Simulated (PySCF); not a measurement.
Compound: silole, C₄H₆Si.
SMILES with atom numbers: `[CH:1]1=[CH:2][SiH2:3][CH:4]=[CH:5]1` (hydrogens: H6 on C1; H7 on C2; H8, H9 on Si3; H10 on C4; H11 on C5)

Computed by this run: PySCF, PBE0-D3(BJ)/def2-SVP geometry optimisation, gas phase; density fitting, grid level 1; the optimiser is geomeTRIC in internal coordinates, started from a GFN2-xTB structure with every atom displaced at random (about 0.01 Å).

Step 4: E = -12108.3972 eV
```
atom  x, y, z in Å  |  force x, y, z in eV/Å
C1     -0.8937    0.6789   -0.7411   -0.148   0.103   0.204
C2      0.2334    1.3036   -0.3396    0.050  -0.092   0.013
Si3     1.2156    0.0339    0.6304    0.075  -0.021  -0.054
C4     -0.1161   -1.2740    0.4585    0.047   0.103   0.015
C5     -1.0903   -0.7185   -0.2924   -0.022  -0.094  -0.150
H6     -1.6739    1.1707   -1.3337    0.017  -0.035  -0.046
H7      0.4519    2.3440   -0.5889    0.017  -0.030  -0.035
H8      1.5681    0.4303    2.0275   -0.041  -0.003   0.016
H9      2.4755   -0.3696   -0.0687    0.040   0.025   0.020
H10    -0.1588   -2.3057    0.8139   -0.021   0.029   0.007
H11    -1.9945   -1.2586   -0.5961   -0.015   0.014   0.008
```

Step 5: E = -12108.4012 eV
```
atom  x, y, z in Å  |  force x, y, z in eV/Å
C1     -0.9082    0.6840   -0.7259    0.053  -0.018   0.013
C2      0.2362    1.2902   -0.3425   -0.062   0.105  -0.021
Si3     1.2257    0.0332    0.6308   -0.009  -0.033  -0.111
C4     -0.1134   -1.2641    0.4501   -0.062  -0.126   0.001
C5     -1.0956   -0.7224   -0.3023    0.075   0.061   0.079
H6     -1.6840    1.1769   -1.3227    0.009   0.012  -0.003
H7      0.4597    2.3268   -0.6002    0.015   0.012  -0.021
H8      1.5617    0.4318    2.0315   -0.039  -0.001   0.008
H9      2.4945   -0.3647   -0.0581    0.002   0.016   0.034
H10    -0.1585   -2.2932    0.8102    0.007  -0.026   0.005
H11    -2.0008   -1.2634   -0.6011    0.012  -0.003   0.016
```

Q: Estimate the geometry and energy of step 6. (The exact step hangs on the optimiser's Hessian estimate; all steps are aligned on step 5, rigid shifts and turns removed.)

A: E = -12108.4042 eV, largest force 0.071 eV/Å
```
atom  x, y, z in Å  |  force x, y, z in eV/Å
C1     -0.9067    0.6855   -0.7220    0.009  -0.005  -0.026
C2      0.2387    1.2945   -0.3485   -0.017   0.009   0.028
Si3     1.2235    0.0311    0.6238    0.035  -0.024  -0.057
C4     -0.1102   -1.2734    0.4452    0.002   0.000   0.004
C5     -1.0925   -0.7209   -0.2978   -0.015   0.014   0.037
H6     -1.6857    1.1779   -1.3153   -0.001   0.000  -0.001
H7      0.4644    2.3301   -0.6099    0.005  -0.003  -0.011
H8      1.5433    0.4299    2.0285   -0.027   0.001   0.009
H9      2.5015   -0.3599   -0.0503    0.009   0.012   0.020
H10    -0.1574   -2.3021    0.8073    0.006  -0.005  -0.010
H11    -2.0019   -1.2577   -0.5910   -0.005   0.002   0.007
```

The energy changes by -0.0030 eV. The first-order estimate −F·Δx gives -0.0047 eV and the mean of the old and new forces, exact on a quadratic surface, -0.0030 eV. The step makes an angle of 59° with the force vector and moves no atom by more than 0.019 Å.

What follows is the cost of the whole optimisation. Time: 33 s wall; peak memory 0.43 GiB. Hardware: one thread, Arm Neoverse V1 (aarch64), shared host with 32 logical CPUs at a one-minute load of 11.
